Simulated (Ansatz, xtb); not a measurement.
## Relative energy of two isomers of B2FH5Si

Structure a is `BB[SiH2]F`, a singlet and structure b is `F[B+][BH2-][SiH3]`, a singlet. Both are isolated molecules in the gas phase, relaxed with B3LYP-D3(BJ)/6-311G**; the shapes shown needn't be the lowest conformers.

a (Å):

| atom | x (Å) | y (Å) | z (Å) |
| --- | --- | --- | --- |
| B | 0.8645 | -1.1691 | -1.3184 |
| B | 0.3926 | -0.8833 | 0.1965 |
| F | -0.0259 | 2.0445 | -0.4463 |
| Si | -0.1405 | 0.9662 | 0.7740 |
| H | 0.0821 | -1.4453 | -2.1797 |
| H | 2.0066 | -1.0549 | -1.6544 |
| H | 0.3224 | -1.7035 | 1.0630 |
| H | 0.7483 | 1.4370 | 1.8688 |
| H | -1.5522 | 0.9698 | 1.2400 |

b (Å):

```xyz
9

B    -0.4951    1.7650    0.3109
B     0.3259    0.5624    0.8617
F    -1.0998    2.8190   -0.0406
Si    1.3658    1.5233    2.3559
H    -0.3855   -0.2563    1.3808
H     1.1262    0.1682    0.0556
H     2.2399    2.6201    1.8509
H     0.4807    2.1257    3.3931
H     2.2363    0.5222    3.0280
```

Energies in hartree; the thermal terms are from B3LYP-D3(BJ)/6-311G** harmonic frequencies (ideal gas, rigid rotor, one conformer each, 298.15 K, 1 atm) and include the zero-point energy:

|  | a | b |
| --- | --- | --- |
| E, CCSD(T)/def2-TZVP | −441.348986 | −441.352462 |
| zero-point energy | 0.051351 | 0.051456 |
| H(298 K) − E | 0.058770 | 0.058787 |
| G(298 K) − E | 0.021594 | 0.021424 |

**Question.** Work out ΔE, ΔE₀, ΔH and ΔG for a → b in kJ/mol (1 Eh = 2625.50 kJ/mol) and the equilibrium ratio [b]/[a].

**Answer.** 1. ΔE = −441.352462 − (−441.348986) = −0.003476 Eh = −9.13 kJ/mol.
2. ΔE₀ = ΔE + ΔZPE = −0.003476 + (+0.000105) Eh = −8.85 kJ/mol.
3. ΔH = ΔE + (+0.000017) Eh = −9.08 kJ/mol.
4. ΔG = ΔE + (−0.000170) Eh = −9.57 kJ/mol, so ΔS = (ΔH − ΔG)/T = +1.6 J/(mol K).
5. kT = 0.9442 mEh, so K = [b]/[a] = exp(−ΔG/kT) = exp(+3.86) ≈ 48.

Structure b is favoured at this temperature. An error of 4 kJ/mol in ΔG would change K by a factor of 5. HF/def2-TZVP gave ΔE the other sign. Mirror images and further conformers aren't counted.

As drawn, b has 1 B–F, 1 Si–H in place of 1 F–Si, 1 B–H.

Other levels gave ΔE = −21.3 (B3LYP-D3(BJ)/6-311G**); +49.1 (HF/def2-TZVP); −14.4 (MP2/def2-TZVP) kJ/mol. The correlated steps freeze 8 core orbitals. Programs: Ansatz 0.2.0.
